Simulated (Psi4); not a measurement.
H$_{4}$AlNO$_{2}$ (SMILES [NH2][Al]([OH])[OH]), singlet, geometry from GFN2-xTB (such geometries of metal compounds can be far from the true shape). Base run: Psi4 with CCSD(T)/cc-pVDZ.

Psi4 was given this input:
```
memory 2 GB

molecule {
0 1
Al    0.03428528   -0.02743409    0.01269161
O     1.52625999   -0.50759875   -0.51056029
H     2.24145938   -0.49497212   -1.12730397
O    -0.60707735   -0.60410306    1.41777466
H    -0.57059352   -1.14048683    2.19564786
N    -0.97741634    1.12705722   -0.88168821
H    -1.88598220    1.42223112   -0.56721675
H    -0.74213903    1.57408494   -1.75201557
}

set {
  basis cc-pvdz
  freeze_core true
}

energy('ccsd(t)')
print_variables()
```

Each row names what was changed in the base input (with any setting that the change needs).

```
change                ΔE vs base (kcal/mol)  MP2 correlation (Eh)  basis functions  core-seconds (rough)
--------------------  ---------------------  --------------------  ---------------  --------------------
base                                  0.000              -0.60697               80                    50
method = mp2                          21.88              -0.60689               80                     4
method = ccsd                          7.81              -0.60697               80                    40
method = mp4                         -0.151              -0.60697               80                    30
method = mp3                          13.77              -0.60689               80                     6
method = qcisd(t)                    -0.313              -0.60697               80                    40
method = dlpno-mp2                    21.91              -0.60684               80                     5
method = fno-ccsd(t)                  0.000              -0.60697               80                    40
```
